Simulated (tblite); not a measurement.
Species: C₃Cl₂NS (doublet state).
Atom-mapped SMILES: `[Cl:1][c:2]1[c:3][n:4][c:5]([Cl:6])[s:7]1`

The geometry is computed with GFN2-xTB (gas phase). This method treats the open shell by occupation alone, without spin polarisation.

Question: List the bond lengths and angles at this level.

Answer: 
```
  bond  length (Å)     order
Cl1–C2       1.686    single
 C2–C3       1.332  aromatic
 C3–N4       1.314  aromatic
 N4–C5       1.292  aromatic
C5–Cl6       1.682    single
 C5–S7       1.760  aromatic
 C2–S7       1.807  aromatic
```

Orders are formal, as drawn. A selection of angles:
```
    angle  degrees
Cl1–C2–C3    132.6
Cl1–C2–S7    120.8
 C3–C2–S7    106.6
 C2–C3–N4    120.0
 C3–N4–C5    111.9
N4–C5–Cl6    124.3
 N4–C5–S7    114.2
Cl6–C5–S7    121.4
 C2–S7–C5     87.3
```

The C–N distances run from 1.292 Å (N4–C5, aromatic) to 1.314 Å (C3–N4, aromatic), a spread of 0.022 Å. The 7 heavy atoms lie in one plane (0.000 Å rms). C5 (carbon bonded to Cl, N and S) is planar (angles 124.3°, 121.4° and 114.2°, sum 360.0°, 0.00 Å off the plane of its three neighbours). The 2 C–S bonds span 1.760 Å (C5–S7, aromatic) to 1.807 Å (C2–S7, aromatic), a spread of 0.047 Å. The 5-membered ring C2–C3–N4–C5–S7 has internal angles of 87.3° to 120.0°; it is planar, 0.00 Å rms from its mean plane, widest ring torsion 0°. N4 (nitrogen bonded to 2 C) is bent (angle 111.9°). C3 (carbon bonded to C and N) is bent (angle 120.0°).

Point group: Cs (every atom within 0.08 Å of its image). Its GFN2-xTB frequencies are all real (lowest 101 cm⁻¹).

The run took 0.1 s of wall time on one thread, Arm Neoverse V1 (aarch64), on a shared host. These figures are those of the optimisation.
